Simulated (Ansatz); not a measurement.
I6In2, SMILES [I][In-]1([I])[I+][In-]([I])([I])[I+]1. Atoms are numbered in the order given.

```xyz
8

In     1.9593     0.0000    -0.0006
In    -1.9593     0.0000    -0.0006
I      0.0000    -2.0913    -0.0095
I      0.0000     2.0913    -0.0095
I      3.1841     0.0000     2.3599
I      3.2056     0.0000    -2.3499
I     -3.1841     0.0000     2.3599
I     -3.2056     0.0000    -2.3499
```
Charge 0, spin multiplicity 1.

The structure is a stationary point at PBE0-D3(BJ)/def2-SVP. The def2 effective core potentials stand for the cores of I, In; spin–orbit coupling is left out.

Two levels are set side by side: PBE-D3(BJ)/def2-SVP (Ansatz, an electronic-structure program) and PBE0-D3(BJ)/def2-SVP (Ansatz). Each level has its own optimised geometry; the coordinates shown are those of the second. Differences are taken from unrounded values.

```
quantity              PBE0-D3(BJ)
--------------------  -----------
mean bond length (Å)        2.763
bond In1–I3 (Å)             2.866
bond In1–I4 (Å)             2.866
bond In1–I5 (Å)             2.659
bond In1–I6 (Å)             2.659
bond In2–I3 (Å)             2.866
bond In2–I4 (Å)             2.866
bond In2–I7 (Å)             2.659
bond In2–I8 (Å)             2.659
```

What does PBE-D3(BJ) give, and how far is it from PBE0-D3(BJ)? (An estimate is asked for; the answer gives what the named calculation found.)


| quantity | PBE-D3(BJ) | PBE-D3(BJ) minus PBE0-D3(BJ) |
|---|---|---|
| mean bond length (Å) | 2.794 | 0.032 |
| bond In1–I3 (Å) | 2.900 | 0.034 |
| bond In1–I4 (Å) | 2.900 | 0.034 |
| bond In1–I5 (Å) | 2.689 | 0.030 |
| bond In1–I6 (Å) | 2.689 | 0.030 |
| bond In2–I3 (Å) | 2.900 | 0.034 |
| bond In2–I4 (Å) | 2.900 | 0.034 |
| bond In2–I7 (Å) | 2.689 | 0.030 |
| bond In2–I8 (Å) | 2.689 | 0.030 |

GGA bonds tend to be longer and softer than those of functionals with exact exchange. Differences between two approximate levels are no errors against the true value.
